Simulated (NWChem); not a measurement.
A series in which one site is exchanged, each optimised at PBE0/def2-SVP with NWChem, gas phase unless a solvent is named. Low-valent species are run as closed-shell singlets; no triplet was tried in these runs. Some are not confirmed as minima by frequencies. def2 effective core potentials on Sn, Pb; no spin-orbit coupling.

A: [SiH3][Pb][SiH3] (PbSi2H6; site = Pb)
B: [SiH3][Ge][SiH3] (GeSi₂H₆; site = Ge)
C: [SiH3][Si][SiH3] (Si₃H₆; site = Si)
D: [SiH3][Sn][SiH3] (SnSi2H6; site = Sn)

### Question
Rank them by dipole (D), PBE0/def2-SVP, lowest first.

### Answer
C (0.06), B (0.36), D (1.22), A (2.09)
